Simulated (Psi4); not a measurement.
Psi4 input (wB97X-D/6-31G*):

```
memory 1500 MB

molecule {
0 2
N    -0.00000000   -0.00000000   -1.03778016
S     0.00000000    0.00000000    0.45402882
symmetry c1
no_reorient
no_com
}

set {
  basis 6-31G*
  reference uks
  scf_type pk
  dft_radial_points 99
  dft_spherical_points 590
  e_convergence 1e-8
  d_convergence 1e-7
  maxiter 150
}

e = energy('wb97x-d')
print_out(f'\nFINAL {e:.10f} DIPOLE {variable("CURRENT DIPOLE")[0]:.6f} {variable("CURRENT DIPOLE")[1]:.6f} {variable("CURRENT DIPOLE")[2]:.6f}\n')
```

Output:

```
   => Loading Basis Set <=

    Name: 6-31G*
    Role: ORBITAL
    Keyword: BASIS
    atoms 1 entry N          line   128 file 6-31gs.gbs
    atoms 2 entry S          line   316 file 6-31gs.gbs

   => WB97X-D: Empirical Dispersion <=

    Chai and Head-Gordon Dispersion Correction
    Chai, J.-D.; Head-Gordon, M. (2010), J. Chem. Phys., 132: 6615-6620

        s6 =       1.000000

         ---------------------------------------------------------
                                   SCF
               by Justin Turney, Rob Parrish, Andy Simmonett
                          and Daniel G. A. Smith
                              UKS Reference
         ---------------------------------------------------------

  ==> Geometry <==

    Molecular point group: c1
    Full point group: C_inf_v

    Geometry (in Angstrom), charge = 0, multiplicity = 2:

       Center              X                  Y                   Z               Mass
    ------------   -----------------  -----------------  -----------------  -----------------
         N            0.000000000000     0.000000000000    -1.037780160000    14.003074004430
         S            0.000000000000     0.000000000000     0.454028820000    31.972071174400

  Running in c1 symmetry.

  Rotational constants: A = ************  B =      0.77786  C =      0.77786 [cm^-1]
  Rotational constants: A = ************  B =  23319.52015  C =  23319.52015 [MHz]
  Nuclear repulsion =   39.728844905491854

  Charge       = 0
  Multiplicity = 2
  Electrons    = 23
  Nalpha       = 12
  Nbeta        = 11

  ==> Algorithm <==

  SCF Algorithm Type is PK.
  DIIS enabled.
  MOM disabled.
  Fractional occupation disabled.
  Guess Type is SAD.
  Energy threshold   = 1.00e-08
  Density threshold  = 1.00e-07
  Integral threshold = 1.00e-12

  ==> Primary Basis <==

  Basis Set: 6-31G*
    Blend: 6-31G*
    Number of shells: 14
    Number of basis functions: 34
    Number of Cartesian functions: 34
    Spherical Harmonics?: false
    Max angular momentum: 2

  ==> DFT Potential <==

   => LibXC <=

    Version 7.1.2
    S. Lehtola, C. Steigemann, M. J. T. Oliveira, and M. A. L. Marques,  SoftwareX 7, 1–5 (2018) (10.1016/j.softx.2017.11.002)

   => Composite Functional: WB97X-D <=

    wB97X-D Hyb-GGA Exchange-Correlation Functional

    J.-D. Chai and M. Head-Gordon,  Phys. Chem. Chem. Phys. 10, 6615–6620 (2008) (10.1039/B810189B)

    Deriv               =              1
    GGA                 =           TRUE
    Meta                =          FALSE

    Exchange Hybrid     =           TRUE
    MP2 Hybrid          =          FALSE

   => Exchange-Correlation Functionals <=

    1.0000   wB97X-D range-separated functional

   => Exact (HF) Exchange <=

    0.7780            HF,LR [omega = 0.2000]
    0.2220               HF

   => LibXC Density Thresholds  <==

    XC_HYB_GGA_XC_WB97X_D:  1.00E-14

   => Molecular Quadrature <=

    Radial Scheme          =       TREUTLER
    Pruning Scheme         =           NONE
    Nuclear Scheme         =       TREUTLER

    Blocking Scheme        =         OCTREE
    BS radius alpha        =              1
    Pruning alpha          =              1
    Radial Points          =             99
    Spherical Points       =            590
    Total Points           =         108752
    Total Blocks           =            885
    Max Points             =            256
    Max Functions          =             34
    Weights Tolerance      =       1.00E-15

  ==> Integral Setup <==

  Using in-core PK algorithm.
   Calculation information:
      Number of atoms:                   2
      Number of AO shells:              14
      Number of primitives:             42
      Number of atomic orbitals:        34
      Number of basis functions:        34

      Integral cutoff                 1.00e-12
      Number of threads:                 1

  Performing in-core PK
  Using 531930 doubles for integral storage.
  We computed 5460 shell quartets total.
  Whereas there are 5565 unique shell quartets.

  Computing range-separated integrals for PK
  We computed 5460 wK shell quartets total.
  Whereas there are 5565 wK unique shell quartets.

  ==> DiskJK: Disk-Based J/K Matrices <==

    J tasked:                  Yes
    K tasked:                  Yes
    wK tasked:                 Yes
    Omega:               2.000E-01
    Schwarz Cutoff:          1E-12


  Cached 100.0% of DFT collocation blocks in 0.097 [GiB].

  Minimum eigenvalue in the overlap matrix is 1.4834822061E-02.
  Reciprocal condition number of the overlap matrix is 3.0301260505E-03.
    Using symmetric orthogonalization.

  ==> Pre-Iterations <==

  SCF Guess: Superposition of Atomic Densities via on-the-fly atomic UHF (no occupation information).

   -------------------------
    Irrep   Nso     Nmo
   -------------------------
     A         34      34
   -------------------------
    Total      34      34
   -------------------------

  ==> Iterations <==

                        Total Energy        Delta E     RMS |[F,P]|

   @UKS iter SAD:  -452.36159757473513   -4.52362e+02   0.00000e+00
   @UKS iter   1:  -452.71665227057866   -3.55055e-01   1.29190e-02 DIIS/ADIIS
   @UKS iter   2:  -452.58421495798365    1.32437e-01   1.98701e-02 DIIS/ADIIS
   @UKS iter   3:  -452.81269662732018   -2.28482e-01   1.08832e-03 DIIS/ADIIS
   @UKS iter   4:  -452.81344168130619   -7.45054e-04   5.12089e-04 DIIS/ADIIS
   @UKS iter   5:  -452.81370504561283   -2.63364e-04   1.44251e-04 DIIS/ADIIS
   @UKS iter   6:  -452.81378281135591   -7.77657e-05   6.57131e-05 DIIS
   @UKS iter   7:  -452.81381720008159   -3.43887e-05   3.60772e-05 DIIS
   @UKS iter   8:  -452.81382967485632   -1.24748e-05   1.84728e-05 DIIS
   @UKS iter   9:  -452.81383264053505   -2.96568e-06   9.49259e-06 DIIS
   @UKS iter  10:  -452.81383342714946   -7.86614e-07   2.02517e-06 DIIS
   @UKS iter  11:  -452.81383345235406   -2.52046e-08   3.83416e-07 DIIS
   @UKS iter  12:  -452.81383345253039   -1.76328e-10   6.11083e-08 DIIS
  Energy and wave function converged.

  ==> Post-Iterations <==

   Electrons on quadrature grid:
      Nalpha   =   11.9999999857 ; deviation = -1.430e-08
      Nbeta    =   10.9999999726 ; deviation = -2.743e-08
      Ntotal   =   22.9999999583 ; deviation = -4.173e-08

   @Spin Contamination Metric:   7.591697993E-03
   @S^2 Expected:                7.500000000E-01
   @S^2 Observed:                7.575916980E-01
   @S   Expected:                5.000000000E-01
   @S   Observed:                5.000000000E-01

    Orbital Energies [Eh]
    ---------------------

    Alpha Occupied:

       1A    -89.115319     2A    -14.534658     3A     -8.136013
       4A     -6.083129     5A     -6.082681     6A     -6.079938
       7A     -1.053547     8A     -0.700371     9A     -0.501515
      10A     -0.476401    11A     -0.475171    12A     -0.293713

    Alpha Virtual:

      13A     -0.057962    14A      0.128162    15A      0.339474
      16A      0.410260    17A      0.412328    18A      0.502766
      19A      0.722476    20A      0.749986    21A      0.762880
      22A      0.789031    23A      0.789841    24A      0.869685
      25A      0.871018    26A      1.125579    27A      1.236787
      28A      1.770671    29A      1.772005    30A      2.016587
      31A      2.017369    32A      2.587686    33A      3.617526
      34A      3.978538

    Beta Occupied:

       1A    -89.113645     2A    -14.521493     3A     -8.134271
       4A     -6.083039     5A     -6.081910     6A     -6.072750
       7A     -1.028107     8A     -0.667281     9A     -0.465527
      10A     -0.454480    11A     -0.436976

    Beta Virtual:

      12A     -0.040607    13A     -0.008126    14A      0.136084
      15A      0.343728    16A      0.409721    17A      0.420799
      18A      0.509686    19A      0.732002    20A      0.775547
      21A      0.802569    22A      0.806148    23A      0.806592
      24A      0.877226    25A      0.896693    26A      1.135989
      27A      1.252751    28A      1.819042    29A      1.819370
      30A      2.029023    31A      2.057122    32A      2.607473
      33A      3.649690    34A      3.988021

    Final Occupation by Irrep:
              A
    DOCC [    11 ]
    SOCC [     1 ]
    NA   [    12 ]
    NB   [    11 ]

  @UKS Final Energy:  -452.81383345253039

   => Energetics <=

    Nuclear Repulsion Energy =             39.7288449054918544
    One-Electron Energy =                -702.3386198922660242
    Two-Electron Energy =                 233.3014997731884534
    DFT Exchange-Correlation Energy =     -23.5055557260438661
    Empirical Dispersion Energy =          -0.0000025129008040
    VV10 Nonlocal Energy =                  0.0000000000000000
    Total Energy =                       -452.8138334525303890

  UHF NO Occupations:
  HONO-2 :   10  A 1.9989379
  HONO-1 :   11  A 1.9978652
  HONO-0 :   12  A 1.0000000
  LUNO+0 :   13  A 0.0021348
  LUNO+1 :   14  A 0.0010621
  LUNO+2 :   15  A 0.0003596
  LUNO+3 :   16  A 0.0001704

Computation Completed

Properties will be evaluated at   0.000000,   0.000000,   0.000000 [a0]

Properties computed using the SCF density matrix

 Multipole Moments:

 ------------------------------------------------------------------------------------
     Multipole            Electronic (a.u.)      Nuclear  (a.u.)        Total (a.u.)
 ------------------------------------------------------------------------------------

 L = 1.  Multiply by 2.5417464519 to convert [e a0] to [Debye]
 Dipole X            :          0.0000000            0.0000000            0.0000000
 Dipole Y            :          0.0000000            0.0000000            0.0000000
 Dipole Z            :          0.6899666            0.0000000            0.6899666
 Magnitude           :                                                    0.6899666

 ------------------------------------------------------------------------------------

FINAL -452.8138334525 DIPOLE 0.000000 0.000000 0.689967

*** Psi4 exiting successfully. Buy a developer a beer!
```

The geometry given is a B3LYP-D3(BJ)/def2-TZVP minimum.
